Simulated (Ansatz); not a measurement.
`C[SiH]1[AlH][Se]1` → `[SeH][SiH]1[CH2][AlH]1`  (isomerisation)

Isolated molecules relaxed with PBE0-D4/def2-TZVP in Ansatz; ΔE leaves out vibrations. CBS: MP2 limit from def2 TZ/QZ plus the TZ coupled-cluster correction, frozen cores. Functionals use def2-TZVPP. B3LYP here is the variant with VWN-RPA as its local correlation; programs differ in this. For Se outer-core shells are correlated without core-valence functions, which leaves a few kJ/mol of doubt a bond. Scalar relativity is left out up to krypton. One conformer a species, not always the lowest.

`C[SiH]1[AlH][Se]1`:

```xyz
9

C    -1.308    0.741   -0.434
Si   -0.040   -0.139    0.623
Al    1.778   -1.407   -0.112
Se    2.118    0.793    0.474
H    -1.489    1.747   -0.047
H    -0.968    0.822   -1.467
H    -2.255    0.193   -0.419
H    -0.502   -0.162    2.039
H     2.667   -2.587   -0.657
```

`[SeH][SiH]1[CH2][AlH]1`:

Cartesian coordinates in Å:
```
Se 1.372 2.233 -0.953
Si 0.520 0.637 0.444
C 0.164 -1.143 -0.119
Al -1.456 -0.541 0.802
H 0.160 2.306 -1.778
H 1.469 0.629 1.591
H 0.878 -1.956 0.001
H -0.192 -1.137 -1.165
H -2.915 -1.028 1.177
```

```
             level  ΔE (kJ/mol)  difference from CCSD(T)/CBS
            PBE-D4        193.9                         -8.7
         r2SCAN-D4        200.6                         -2.0
          B3LYP-D4        197.0                         -5.6
           ωB97X-V        199.9                         -2.7
           ωB97M-V        197.8                         -4.8
            B2PLYP        200.7                         -1.9
               PBE        193.5                         -9.1
            r2SCAN        200.6                         -2.0
              PBE0        200.8                         -1.8
   CCSD/def2-TZVPP        200.2                         -2.4
CCSD(T)/def2-TZVPP        199.8                         -2.8
     HF/def2-QZVPP        210.8                          8.2
SCS-MP2/def2-QZVPP        203.9                          1.3
      HF/CBS(def2)        210.6                          8.0
     MP2/CBS(def2)        208.1                          5.5
    CCSD/CBS(def2)        203.0                          0.4
       CCSD(T)/CBS        202.6                            0
```

Largest T1 diagnostic among the species: 0.012.

From PBE to PBE0 (25 % exact exchange), in def2-TZVPP and without D4, ΔE moves by +7.3 kJ/mol. In def2-TZVPP, CCSD(T) changes the Hartree–Fock value by −12.2 kJ/mol (the triples alone add −0.4 kJ/mol) and MP2 by −6.7 kJ/mol.
